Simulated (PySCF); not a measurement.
**Frontier levels across methods**

Compound: C₄H₁₁B.
Z-matrix (Å and degrees, PBE0-D3(BJ)/def2-SVP geometry), rows numbered from 1:
```
B 
C   1  1.5636
C   2  1.5499  1   97.69
C   2  1.5282  1  114.29  3   115.42
C   2  1.5285  1  114.25  3  -115.41
H   1  1.2120  2  120.38  3    86.86
H   1  1.2122  2  120.49  3   -86.95
H   3  1.1043  2  108.99  1   179.85
H   3  1.1022  2  112.45  1   -61.46
H   3  1.1022  2  112.44  1    61.14
H   4  1.1018  2  111.29  1    69.51
H   4  1.1010  2  111.58  1   -50.55
H   4  1.1040  2  111.12  1  -170.96
H   5  1.1040  2  111.12  1   171.32
H   5  1.1010  2  111.53  1    50.92
H   5  1.1016  2  111.27  1   -69.06
```

Basis pcSseg-1 throughout (PySCF), one geometry. Isolated species at its PBE0-D3(BJ)/def2-SVP geometry, gas phase.

Question: How do the orbital energies, the gap and the dipole change with the method?

Answer: 
```tsv
method	kind	HOMO (eV)	LUMO (eV)	gap (eV)	μ (D)	SCF cycles
BLYP	GGA	-6.74	-2.02	4.72	0.70	13
OPBE	GGA	-6.77	-1.92	4.85	0.77	13
PBE	GGA	-6.83	-2.18	4.65	0.74	12
B97-D	GGA	-6.83	-1.94	4.89	0.70	12
LDA	LDA	-6.90	-2.48	4.42	0.78	13
KT2	GGA	-6.90	-2.21	4.68	0.70	13
BP86	GGA	-6.92	-2.22	4.71	0.73	12
KT3	GGA	-6.95	-2.07	4.88	0.69	12
B97-2	global hybrid	-7.88	-1.11	6.78	0.65	12
B3LYP	global hybrid	-7.95	-1.38	6.57	0.63	12
PBE0	global hybrid	-8.13	-1.15	6.98	0.65	12
mPW1PW91	global hybrid	-8.16	-1.12	7.04	0.65	12
BHandHLYP	global hybrid	-9.39	-0.08	9.31	0.55	12
CAM-B3LYP	range-separated hybrid	-9.54	-0.04	9.50	0.60	12
wB97X-D	range-separated hybrid	-10.02	0.78	10.80	0.60	12
LC-wPBE	range-separated hybrid	-10.87	1.21	12.08	0.61	11
HF	Hartree–Fock	-11.31	2.49	13.80	0.46	10
```

The HOMO spans 4.57 eV, from BLYP down to HF, and the gap runs from 4.42 eV (LDA) to 13.80 eV (HF). Over the methods BLYP (0 %), OPBE (0 %), PBE (0 %), B97-D (0 %), LDA (0 %), KT2 (0 %), BP86 (0 %), KT3 (0 %), B97-2 (21 %), B3LYP (20 %), PBE0 (25 %), mPW1PW91 (25 %), BHandHLYP (50 %), HF (100 %), a straight line through the gap against the share of exact exchange rises by 0.91 eV for each 10 % (correlation coefficient 0.999). The dipole ranges from 0.46 D (HF) to 0.78 D (LDA). This basis has no diffuse functions.
